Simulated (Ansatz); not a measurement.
Consider the substitution at a C–C bond: `C=C(C)[TeH]` + HCl → `C=C(Cl)[TeH]` + CH₄.

Program: Ansatz. Geometries: PBE0-D4/def2-TZVP. ΔE: electronic, gas phase. CCSD(T)/CBS adds triple-zeta CCSD(T) − MP2 to the extrapolated MP2 energy (def2 sets, frozen cores). This one scheme is used for every species. Functionals use def2-TZVPP. B3LYP here is the variant with VWN-RPA as its local correlation; programs differ in this. def2 core potentials past Kr. For Te outer-core shells are correlated without core-valence functions, which leaves a few kJ/mol of doubt a bond.

`C=C(C)[TeH]`:

```xyz
10

C    -0.068    1.337   -0.826
C    -0.094    0.342    0.052
C     0.588   -0.969   -0.148
Te   -1.055    0.650    1.908
H    -0.591    2.273   -0.671
H     0.496    1.234   -1.750
H     1.073   -1.003   -1.126
H     1.339   -1.144    0.626
H    -0.128   -1.794   -0.091
H    -1.561   -0.926    2.026
```

HCl:

```xyz
2

Cl    0.597    0.221    0.058
H    -0.597   -0.221   -0.058
```

`C=C(Cl)[TeH]`:

```xyz
7

C    -0.184   -0.862    0.855
C    -0.245    0.151    0.003
Cl   -1.756    0.681   -0.641
Te    1.460    1.268   -0.519
H    -1.082   -1.362    1.200
H     0.772   -1.214    1.221
H     1.035    1.337   -2.120
```

CH₄:

Z-matrix (Å, degrees):
```
C
H 1 1.090
H 1 1.090 2 109.5
H 1 1.090 2 109.5 3 -120.0
H 1 1.090 2 109.5 3 120.0
```

```
             level  ΔE (kcal/mol)
              PBE0            5.6
             B3LYP            4.8
   CCSD/def2-TZVPP            7.8
CCSD(T)/def2-TZVPP            7.2
     HF/def2-QZVPP            7.6
    MP2/def2-QZVPP            6.4
SCS-MP2/def2-QZVPP            6.2
      HF/CBS(def2)            7.6
```

Question: What does CCSD(T)/CBS give? (Best estimate.)

Answer: Ansatz gave: +6.6 kcal/mol. The listed levels differ from it by -1.0, -1.8, 1.2, 0.6, 1.0, -0.2, -0.4, 1.0 kcal/mol.

Largest T1 diagnostic among the species: 0.011.

From PBE to PBE0 (25 % exact exchange), in def2-TZVPP and without D4, ΔE moves by +1.5 kcal/mol.
